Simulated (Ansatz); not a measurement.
Calculated with Ansatz (gas phase, PBE0-D4/def2-TZVP geometries, no zero-point term in ΔE). CCSD(T)/CBS is the MP2 limit (def2-TZVPP, def2-QZVPP) plus CCSD(T) − MP2 in def2-TZVPP, frozen cores. This one scheme is used for every species. DFT in def2-TZVPP. B3LYP here is the variant with VWN-RPA as its local correlation; programs differ in this. One conformer a species, not always the lowest.

`C[Si](O)(F)Cl` + H₂S → `C[Si](O)(S)Cl` + H–F  (ligand exchange at the Si–F bond)

`C[Si](O)(F)Cl`:

Z-matrix (Å, degrees):
```
C
Si 1 1.834
H 1 1.092 2 110.0
H 1 1.091 2 110.4 3 -119.8
H 1 1.091 2 110.5 3 120.0
O 2 1.623 1 109.4 3 58.1
F 2 1.591 1 110.3 3 -62.8
Cl 2 2.049 1 112.0 3 -179.6
H 6 0.958 2 119.2 1 170.2
```

H₂S:

Cartesian coordinates in Å:
```
S -0.233 -0.499 0.283
H 0.559 0.508 0.678
H -0.327 -0.009 -0.962
```

`C[Si](O)(S)Cl`:

Cartesian coordinates in Å:
```
C 0.635 -0.496 1.148
Si -0.334 -0.174 -0.387
O 0.752 0.030 -1.591
S -1.689 1.467 -0.255
Cl -1.578 -1.762 -0.790
H 1.278 -1.368 1.006
H -0.035 -0.684 1.989
H 1.265 0.364 1.386
H 0.409 0.263 -2.457
H -0.704 2.361 -0.050
```

H–F:

```xyz
2

F     0.025   -0.061   -0.455
H    -0.025    0.061    0.455
```

```
             level  ΔE (kJ/mol)  difference from CCSD(T)/CBS
            PBE-D4         77.7                        -10.4
         r2SCAN-D4         92.8                          4.7
           PBE0-D4         80.7                         -7.4
          B3LYP-D4         93.2                          5.1
           ωB97X-V         94.1                          6.0
           ωB97M-V         93.5                          5.4
            B2PLYP         98.7                         10.6
               PBE         84.0                         -4.1
            r2SCAN         94.4                          6.3
              PBE0         86.3                         -1.8
             B3LYP        103.5                         15.4
     HF/def2-TZVPP        117.8                         29.7
    MP2/def2-TZVPP         85.2                         -2.9
SCS-MP2/def2-TZVPP         93.6                          5.5
   CCSD/def2-TZVPP         97.5                          9.4
CCSD(T)/def2-TZVPP         92.6                          4.5
     HF/def2-QZVPP        120.0                         31.9
    MP2/def2-QZVPP         83.4                         -4.7
SCS-MP2/def2-QZVPP         91.9                          3.8
      HF/CBS(def2)        120.4                         32.3
     MP2/CBS(def2)         80.7                         -7.4
    CCSD/CBS(def2)         93.0                          4.9
       CCSD(T)/CBS         88.1                            0
```

Largest T1 diagnostic among the species: 0.010.

In def2-TZVPP, CCSD(T) changes the Hartree–Fock value by −25.2 kJ/mol (the triples alone add −4.9 kJ/mol) and MP2 by −32.6 kJ/mol. The D4 term adds −10.3 kJ/mol with B3LYP and −5.6 kJ/mol with PBE0; it sums over pairs of atoms, weighted by their polarisabilities, and B3LYP, whose exchange is more repulsive, gets the larger term.
